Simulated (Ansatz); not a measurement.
Ge6Cl6 prismane (Ge6Cl6), relaxed as a singlet with RKS PBE-D4/def2-SVP in Ansatz, starting from the GFN1-xTB geometry. Force threshold 0.03 eV/Å.

Start:

```tsv
atom	x (Å)	y (Å)	z (Å)
Ge1	-0.4771	0.4293	1.7708
Cl2	-1.0415	1.0443	3.8125
Ge3	-1.3109	1.2913	-0.4060
Cl4	-2.8149	2.8586	-0.7927
Ge5	1.0995	1.5202	0.1869
Cl6	2.3114	3.3422	0.4633
Ge7	1.5579	-0.6372	-0.8478
Cl8	3.3278	-1.4695	-1.8683
Ge9	-0.0175	-1.7334	0.7378
Cl10	-0.0215	-3.8044	1.4985
Ge11	-0.8476	-0.8672	-1.4404
Cl12	-1.7653	-1.9743	-3.1146
```

Task: Estimate the energy that the relaxation releases and the steps that it takes.

Result: 0.32 eV, in 5 steps; 16 s on 6 threads of Intel Xeon Platinum 8488C on a shared host. No frequencies were taken in this run, so the end may be a saddle point.

Task: Does the start keep its bonding and symmetry?

Result: By distances, no bond broke or formed. The bond that changes most is Ge1–Ge3, from 2.49 to 2.64 Å (atoms count from 1). Point group D3h at the start, D3h at the end, both within 0.05 Å.

Task: Predict the relaxed structure.

Result: 
```xyz
12

Ge   -0.499    0.420    1.867
Cl   -1.059    0.948    3.925
Ge   -1.384    1.340   -0.449
Cl   -2.903    2.864   -0.896
Ge    1.173    1.583    0.182
Cl    2.430    3.370    0.416
Ge    1.647   -0.645   -0.886
Cl    3.447   -1.416   -1.883
Ge   -0.025   -1.809    0.801
Cl   -0.042   -3.843    1.632
Ge   -0.908   -0.888   -1.516
Cl   -1.877   -1.925   -3.193
```
Bond lengths: 9 × Ge–Ge 2.52 to 2.65 Å; 6 × Cl–Ge 2.20 Å.
